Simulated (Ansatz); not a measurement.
One change: `[SiH3]C[SiH2][TeH]` becomes `[SiH3]C[SiH2]I`.

Ansatz, PBE0-D4/def2-TZVP geometries, multiplicity 1. Each molecule was computed in one conformer, which needn't be the lowest.

Elements past krypton have def2 core potentials.

```tsv
property	`[SiH3]C[SiH2][TeH]`
LUMO energy (PBE0/def2-TZVPP) / eV	-0.56
size of the dipole moment (B3LYP/def2-TZVPP) / D	1.34
size of the dipole moment (PBE/def2-TZVPP) / D	1.30
LUMO energy (PBE/def2-TZVPP) / eV	-1.37
HOMO–LUMO gap (B3LYP/def2-TZVPP) / eV	5.47
HOMO–LUMO gap (PBE0/def2-TZVPP) / eV	5.92
```

Task: What does the change do to each property? (An estimate is asked.)

Result: The calculation gave: 
```csv
property,`[SiH3]C[SiH2]I`,shift
LUMO energy (PBE0/def2-TZVPP) / eV,-0.68,-0.12
size of the dipole moment (B3LYP/def2-TZVPP) / D,1.39,0.05
size of the dipole moment (PBE/def2-TZVPP) / D,1.32,0.02
LUMO energy (PBE/def2-TZVPP) / eV,-1.51,-0.14
HOMO–LUMO gap (B3LYP/def2-TZVPP) / eV,6.48,1.01
HOMO–LUMO gap (PBE0/def2-TZVPP) / eV,6.92,1.00
```

With PBE0 the HOMO falls by 1.12 eV and the LUMO falls by 0.12 eV, so the gap widens by about 1.00 eV. PBE moves the HOMO by -1.02 eV and ωB97M-V by -1.16 eV. Dipoles are sizes alone; their direction can turn.

B3LYP here is the variant with VWN-RPA as its local correlation; programs differ in this.

Spin–orbit coupling is left out; it splits and shifts lone-pair levels of the heavy atoms by tenths of an eV.
